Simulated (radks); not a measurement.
Problem. Charge is removed step by step from the 1s down level of Si5+, starting from 1s(up 1, down 1) 2s2 2p5. Level of theory: scalar-relativistic Kohn-Sham, PBE, spin-polarised, spherical densities, point nucleus; open shells are filled with parallel spins first (a radial shooting solver on a logarithmic mesh with Libxc functionals). At the starting occupation the eigenvalue is -1890.8 eV. Estimate the energy to remove one whole electron from this level, the eigenvalue at the end, and how far E(n) bends from a straight line.

Solution. Delta-SCF 1960.2 eV; final eigenvalue -2012.7 eV; the deviation from the straight line is -16.347 eV at 0.5 electron removed, the largest on the grid computed. Slater's transition state (half an electron removed) gives 1963.2 eV. Integrating minus the eigenvalue over the occupation (Janak's theorem) gives 1960.3 eV. In this scalar-relativistic scheme the density is built from large components alone, so the theorem holds only approximately. The mean slope of the eigenvalue, de/dn, is 122 eV per electron.
